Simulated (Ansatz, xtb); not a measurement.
## Relative energy of two isomers of AlFH6Si2

Structure a: `[F][Al]([SiH3])[SiH3]`, a singlet. Structure b: `F[SiH2][SiH2][AlH2]`, a singlet. Both are isolated molecules in the gas phase, relaxed with PBE0-D3(BJ)/pcseg-1; the shapes shown needn't be the lowest conformers.

a (Å):

```xyz
10

Al   -0.3238    0.8239   -2.7199
F    -1.7646    0.2910   -3.4098
Si    1.6906    0.5049   -4.0869
Si   -0.4755    1.8460   -0.4924
H     1.5204    1.0927   -5.4515
H     1.9955   -0.9512   -4.2479
H     2.8774    1.1530   -3.4471
H     0.7311    1.4983    0.3219
H    -1.6924    1.4174    0.2615
H    -0.5089    3.3376   -0.6214
```

b (Å):

```xyz
10

Al    1.4341    2.5832   -1.0445
F    -0.9498   -1.0529   -4.2370
Si   -0.0388   -0.5132   -2.9835
Si    0.0641    1.8198   -2.9350
H    -0.6494   -1.0398   -1.7283
H     1.3222   -1.1066   -3.1415
H     0.5663    2.3265   -4.2501
H    -1.3340    2.3320   -2.7566
H     2.3959    3.8420   -1.1815
H     1.3446    1.8018    0.3401
```

Problem. Estimate E(b) − E(a) at the level CCSD(T)/def2-SVP + ΔMP2/def2-TZVPP.

Solution. Calculated at CCSD(T)/def2-SVP + ΔMP2/def2-TZVPP: E(b) − E(a) = +72.6 kJ/mol, so structure a lies lower.

The same difference at several levels:

```csv
level,geometry,E(b) − E(a) (kJ/mol),departure from the last row (kJ/mol),"job, with rough time for the two"
GFN2-xTB,GFN2-xTB,+87.5,+14.9,"optimisation, 0.18 s"
HF/STO-3G,GFN2-xTB,+102.7,+30.1,"single point, 0.24 s"
r2SCAN-D4/def2-SVP,GFN2-xTB,+95.3,+22.7,"single point, 2.8 s"
PBE0-D3(BJ)/pcseg-1,PBE0-D3(BJ)/pcseg-1,+82.7,+10.1,"optimisation, 1.9 min"
HF/def2-SVP,PBE0-D3(BJ)/pcseg-1,+77.3,+4.7,part of the CCSD(T) run
MP2/def2-SVP,PBE0-D3(BJ)/pcseg-1,+84.6,+12.0,part of the CCSD(T) run
CCSD(T)/def2-SVP,PBE0-D3(BJ)/pcseg-1,+86.6,+14.0,single point
CCSD(T)/def2-SVP + ΔMP2/def2-TZVPP,PBE0-D3(BJ)/pcseg-1,+72.6,,"single point, 14 s"
```

As drawn, b has 1 F–Si, 1 Si–Si, 2 Al–H in place of 1 Al–F, 1 Al–Si, 2 Si–H.

The levels shown agree on the order. The largest departure from CCSD(T)/def2-SVP + ΔMP2/def2-TZVPP is that of HF/STO-3G, 30.1 kJ/mol. The last row adds to CCSD(T) the change of the MP2 difference between the two basis sets, here −14.0 kJ/mol, a large step that makes the value less sure.

With harmonic frequencies from PBE0-D3(BJ)/pcseg-1 (ideal gas, rigid rotor, one conformer each, 298.15 K, 1 atm): on the last row, ΔE + ΔZPE = +69.4 kJ/mol. A mode under 50 cm⁻¹ makes harmonic enthalpies and free energies unreliable, so none is given.

The correlated steps freeze 16 core orbitals. Programs: Ansatz 0.2.0, xtb 6.7.1; the last row on 2 threads of Arm Neoverse V2 on a shared host.
